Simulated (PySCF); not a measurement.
Isomers of C6H12N2Si, mass 140.077 u with the commonest isotopes. Method used: PBE0/pcSseg-1 in PySCF (dipole) on a GFN2-xTB geometry, gas phase. One conformer each, none proved a minimum here; rigid rotors.

Question: Order these by rotational constant A, largest first.
A. `[CH2:1]=[CH:2][CH2:3][N:4]([SiH3:5])[C:6]1=[CH:7][C@H:8]1[NH2:9]` with C1–C2–C3–N4 -118°, C2–C3–N4–Si5 -87°, C3–N4–C6–C7 8°, C7–C8–N9–H -85° and 34°
B. `[CH3:1][SiH2:2][NH:3][CH2:4]/[CH:5]=[CH:6]\[CH2:7][C:8]#[N:9]` with C1–Si2–N3–C4 175°, Si2–N3–C4–C5 -149°, N3–C4–C5–C6 30°, C5–C6–C7–C8 -91°
C. `[H]/[N:9]=[CH:8]/[C@@H:6](/[N:5]=[C:3](\[CH:2]=[CH2:1])[CH3:4])[SiH3:7]` with C1–C2–C3–C4 -3°, C3–N5–C6–Si7 94°, N5–C6–C8–N9 159°
D. `[CH:1]#[C:2][CH2:3][N:4]([CH3:5])[C:6](=[CH2:7])[SiH2:8][NH2:9]` with C2–C3–N4–C5 78°, C3–N4–C6–C7 -154°, N4–C6–Si8–N9 162°, C6–Si8–N9–H 171° and -52°
E. `[CH2:1]=[CH:2][N:3]([SiH3:4])[C@@H:5]([CH3:6])[CH2:7][C:8]#[N:9]` with C1–C2–N3–Si4 -5°, C2–N3–C5–C6 -59°, N3–C5–C7–C8 167°
F. `[CH2:1]=[N:2][SiH2:3][C:4]([CH3:5])([CH3:6])[CH2:7][C:8]#[N:9]` with C1–N2–Si3–C4 123°, N2–Si3–C4–C5 -172°, Si3–C4–C7–C8 -56°
G. `[CH:1]#[C:2][CH2:3][Si@@:4]1([NH2:5])[CH2:6][CH2:7][N:8]1[CH3:9]` with C2–C3–Si4–N5 63°, C3–Si4–N5–H -32° and -179°
H. `c1n([Si](C)(C)C)ncc1`

Answer: E (2355 MHz), H (2298 MHz), C (2133 MHz), D (2081 MHz), G (2034 MHz), A (1785 MHz), B (1679 MHz), F (1526 MHz).

Question: Order these by radius of gyration √(Σ m r²/M), smallest first.
A. `[CH:1]#[C:2][CH2:3][N:4]([CH3:5])[C:6](=[CH2:7])[SiH2:8][NH2:9]` with C2–C3–N4–C5 78°, C3–N4–C6–C7 -154°, N4–C6–Si8–N9 162°, C6–Si8–N9–H 171° and -52°
B. `[CH:1]#[C:2][CH2:3][Si@@:4]1([NH2:5])[CH2:6][CH2:7][N:8]1[CH3:9]` with C2–C3–Si4–N5 63°, C3–Si4–N5–H -32° and -179°
C. `[CH2:1]=[N:2][SiH2:3][C:4]([CH3:5])([CH3:6])[CH2:7][C:8]#[N:9]` with C1–N2–Si3–C4 123°, N2–Si3–C4–C5 -172°, Si3–C4–C7–C8 -56°
D. `[CH2:1]=[CH:2][CH2:3][N:4]([SiH3:5])[C:6]1=[CH:7][C@H:8]1[NH2:9]` with C1–C2–C3–N4 -118°, C2–C3–N4–Si5 -87°, C3–N4–C6–C7 8°, C7–C8–N9–H -85° and 34°
E. `[CH2:1]=[CH:2][N:3]([SiH3:4])[C@@H:5]([CH3:6])[CH2:7][C:8]#[N:9]` with C1–C2–N3–Si4 -5°, C2–N3–C5–C6 -59°, N3–C5–C7–C8 167°

Answer: C (2.148 Å), B (2.177 Å), D (2.319 Å), A (2.371 Å), E (2.411 Å).

Question: Order these by rotational constant C, smallest first.
A. `[CH2:1]=[CH:2][CH2:3][N:4]([SiH3:5])[C:6]1=[CH:7][C@H:8]1[NH2:9]` with C1–C2–C3–N4 -118°, C2–C3–N4–Si5 -87°, C3–N4–C6–C7 8°, C7–C8–N9–H -85° and 34°
B. `[CH:1]#[C:2][CH2:3][Si@@:4]1([NH2:5])[CH2:6][CH2:7][N:8]1[CH3:9]` with C2–C3–Si4–N5 63°, C3–Si4–N5–H -32° and -179°
C. `[CH2:1]=[CH:2][N:3]([SiH3:4])[C@@H:5]([CH3:6])[CH2:7][C:8]#[N:9]` with C1–C2–N3–Si4 -5°, C2–N3–C5–C6 -59°, N3–C5–C7–C8 167°
D. `[CH2:1]=[N:2][SiH2:3][C:4]([CH3:5])([CH3:6])[CH2:7][C:8]#[N:9]` with C1–N2–Si3–C4 123°, N2–Si3–C4–C5 -172°, Si3–C4–C7–C8 -56°

Answer: C (680.1 MHz), A (700.2 MHz), B (858.3 MHz), D (902.2 MHz).

```json
{"SMILES": "C=CN([SiH3])[C@@H](C)CC#N", "point group": "C1", "Ia (u·Å²)": "214.58", "Ib (u·Å²)": "670.41", "Ic (u·Å²)": "743.06", "κ": "-0.91", "μa (D)": "2.83", "μb (D)": "0.59", "μc (D)": "0.00"}
{"SMILES": "C#CC[Si@@]1(N)CCN1C", "point group": "C1", "Ia (u·Å²)": "248.46", "Ib (u·Å²)": "490.10", "Ic (u·Å²)": "588.83", "κ": "-0.71", "μa (D)": "0.30", "μb (D)": "0.03", "μc (D)": "0.81"}
{"SMILES": "C#CCN(C)C(=C)[SiH2]N", "point group": "C1", "Ia (u·Å²)": "242.82", "Ib (u·Å²)": "576.81", "Ic (u·Å²)": "755.45", "κ": "-0.71", "μa (D)": "0.43", "μb (D)": "0.29", "μc (D)": "0.51"}
{"SMILES": "C=CCN([SiH3])C1=C[C@H]1N", "point group": "C1", "Ia (u·Å²)": "283.11", "Ib (u·Å²)": "501.98", "Ic (u·Å²)": "721.79", "κ": "-0.43", "μa (D)": "1.31", "μb (D)": "0.33", "μc (D)": "0.73"}
{"SMILES": "C=N[SiH2]C(C)(C)CC#N", "point group": "C1", "Ia (u·Å²)": "331.11", "Ib (u·Å²)": "400.94", "Ic (u·Å²)": "560.13", "κ": "0.15", "μa (D)": "0.61", "μb (D)": "2.23", "μc (D)": "1.34"}
{"SMILES": "C[Si](C)(C)n1cccn1", "point group": "C1", "Ia (u·Å²)": "219.93", "Ib (u·Å²)": "510.85", "Ic (u·Å²)": "563.32", "κ": "-0.87", "μa (D)": "1.40", "μb (D)": "1.67", "μc (D)": "0.00"}
{"SMILES": "[H]/N=C/[C@H]([SiH3])/N=C(/C)C=C", "point group": "C1", "Ia (u·Å²)": "236.89", "Ib (u·Å²)": "681.26", "Ic (u·Å²)": "735.35", "κ": "-0.92", "μa (D)": "1.66", "μb (D)": "0.29", "μc (D)": "0.42"}
{"SMILES": "C[SiH2]NC/C=C\\CC#N", "point group": "C1", "Ia (u·Å²)": "300.97", "Ib (u·Å²)": "505.94", "Ic (u·Å²)": "725.85", "κ": "-0.38", "μa (D)": "0.11", "μb (D)": "2.84", "μc (D)": "1.48"}
```
